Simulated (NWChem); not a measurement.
CH5ClOSi; SMILES C[SiH](Cl)O

```xyz
9

Si    -0.0968    -0.5498     0.4017
C      1.4049    -1.3931    -0.2782
O     -1.4218    -1.2490    -0.3051
Cl    -0.0304     1.4747    -0.0723
H     -0.1852    -0.6078     1.8881
H      1.3882    -2.4655    -0.0292
H      2.3223    -0.9506     0.1378
H      1.4341    -1.2908    -1.3734
H     -2.2865    -0.9029    -0.0648
```
Atoms are numbered in this order, from 1.

Program: NWChem. Structure relaxed at the PBE0/def2-SVP level. Level: PBE0/def2-SVP with SMD (1 M gas to 1 M solution), gas-phase geometry. Reactions with the solvent are ignored.

For solvent water:

| Property | Result |
|---|---|
| cavity-dispersion-structure term (kcal/mol) | 3.0 |
| dipole in solution (D) | 1.54 |

Q: How do the values read with solvent n-hexane instead?

A: The cavity-dispersion-structure term (kcal/mol) is -1.7 and the dipole in solution (D) is 1.40.
